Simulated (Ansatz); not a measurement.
`[OH][GeH]([SH])[SeH]` + `NBO` → `NB(O)[SeH]` + `[OH][GeH2][SH]`  (formal exchange of groups at the Se–Ge bond)

Calculated with Ansatz (gas phase, PBE0-D4/def2-TZVP geometries, no zero-point term in ΔE). CCSD(T)/CBS adds triple-zeta CCSD(T) − MP2 to the extrapolated MP2 energy (def2 sets, frozen cores). This one scheme is used for every species. DFT in def2-TZVPP. For Ge, Se outer-core shells are correlated without core-valence functions, which leaves a few kJ/mol of doubt a bond. Scalar relativity is left out up to krypton. One conformer a species, not always the lowest.

`[OH][GeH]([SH])[SeH]`:

Cartesian coordinates in Å:
```
O -1.588 -0.550 -0.417
Ge -0.274 0.526 0.092
S 1.038 -0.542 1.527
Se 1.127 1.210 -1.664
H -1.267 -1.324 -0.886
H -1.004 1.740 0.671
H -0.002 -1.075 2.192
H 1.971 0.017 -1.515
```

`NBO`:

Z-matrix (Å, degrees):
```
N
B 1 1.397
H 1 1.003 2 122.7
H 1 1.006 2 122.6 3 -180.0
O 2 1.371 1 118.7 3 -180.0
H 2 1.202 1 119.9 3 -0.0
H 5 0.957 2 112.5 1 -180.0
```

`NB(O)[SeH]`:

Cartesian coordinates in Å:
```
N 0.650 -0.456 0.607
B -0.359 0.007 -0.253
O -1.388 -0.766 -0.713
Se -0.415 1.866 -0.916
H 0.691 -1.400 0.952
H 1.398 0.125 0.935
H -1.376 -1.673 -0.400
H 0.799 2.298 -0.213
```

`[OH][GeH2][SH]`:

Cartesian coordinates in Å:
```
O -1.387 0.773 -0.110
Ge -0.096 -0.278 0.510
S 1.751 -0.055 -0.700
H -1.093 1.679 -0.229
H 0.320 0.126 1.934
H -0.690 -1.684 0.409
H 1.195 -0.560 -1.814
```

**Question.** Is it downhill or uphill in electronic energy at CCSD(T)/CBS, and by how much? (An estimate is asked.)

**Answer.** The calculation gave: Uphill: ΔE = +0.26 eV.

**Question.** What do these levels give: PBE0-D4, ωB97M-V, PBE0, LC-ωPBE, HF/def2-SVP, CCSD/def2-SVP? (An estimate is asked.)

**Answer.** Ansatz gave: PBE0-D4 0.28, ωB97M-V 0.27, PBE0 0.27, LC-ωPBE 0.21, HF/def2-SVP 0.18, CCSD/def2-SVP 0.20 eV.

Largest T1 diagnostic among the species: 0.012.

At CCSD(T), def2-SVP lies −0.06 eV from the extrapolated value and def2-TZVPP −0.01 eV. From BLYP to BHLYP (50 % exact exchange), in def2-TZVPP and without D4, ΔE moves by −0.04 eV.
